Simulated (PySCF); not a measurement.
Compound: C6H12N2Si.
Geometry (GFN2-xTB, Å), atoms numbered from 1 in this order:
```xyz
21
C6H12N2Si angstrom
C      3.6441   -0.1241    0.4159
C      2.2022   -0.0529    0.0510
C      1.6420    0.0719   -1.2378
N      0.3305    0.0963   -1.1877
N     -0.0063   -0.0111    0.1074
Si    -1.7254   -0.0084    0.5095
C     -2.4371    1.6509   -0.0695
C     -2.5071   -1.4825   -0.3908
C      1.1054   -0.1027    0.8749
H      3.7668   -0.0290    1.4924
H      4.0714   -1.0769    0.1020
H      4.2021    0.6718   -0.0752
H      2.1528    0.1461   -2.1785
H     -1.7476   -0.1585    1.9720
H     -2.0014    2.4833    0.4757
H     -3.5130    1.6919    0.0677
H     -2.2269    1.8044   -1.1244
H     -3.5848   -1.5047   -0.2640
H     -2.1110   -2.4258   -0.0253
H     -2.2950   -1.4286   -1.4551
H      1.0294   -0.1945    1.9394
```

Computed at PBE0/pcSseg-1 (PySCF, non-relativistic), with Q(14N) = 0.02044 b: N4, 14N (I = 1): χzz = -4.980 MHz, η = 0.560; N5, 14N (I = 1): χzz = 2.736 MHz, η = 0.688.

(1) Find the zero-field quadrupole resonance frequencies of 14N at N4.

(2) Find the zero-field quadrupole resonance frequencies of 14N at N5.

## Answers

(1) From ν± = (3/4)|χ|(1 ± η/3) and ν0 = |χ|η/2: ν+ 4.432 MHz, ν− 3.037 MHz, ν0 1.395 MHz (pyridine-type nitrogen).

(2) From ν± = (3/4)|χ|(1 ± η/3) and ν0 = |χ|η/2: ν+ 2.523 MHz, ν− 1.581 MHz, ν0 0.941 MHz (pyrrole-type nitrogen).

In a crystal, neighbours and librations shift these lines. Isolated species at its GFN2-xTB geometry (one conformer only). GFN2-xTB bond lengths can be off by several hundredths of an ångström, more for odd bonds, and the gradients follow them. The small basis limits the accuracy of the gradients.
